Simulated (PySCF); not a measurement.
Si(H)2(OMe)(SMe) (C₂H₈OSSi), SMILES CO[SiH2]SC.

The structure is a stationary point at PBE-D3(BJ)/def2-SVP. The values are those of a single conformer.

These are B3LYP/def2-TZVP run with PySCF values and carry that method's errors.

* **total energy**: -844.11790 hartree
* **highest occupied level**: -6.84 eV
* **lowest empty level**: 0.04 eV
* **orbital gap**: 6.89 eV
* **dipole moment**: 2.27 D
* **quadrupole, principal values (traceless, Buckingham form, about the centre of nuclear charge)**: -3.35, 0.13, 3.21 D·Å
* **mean static polarisability**: 74.0 bohr³ (10.97 Å³)
* **polarisability, principal values**: 64.6, 73.5, 84.0 bohr³
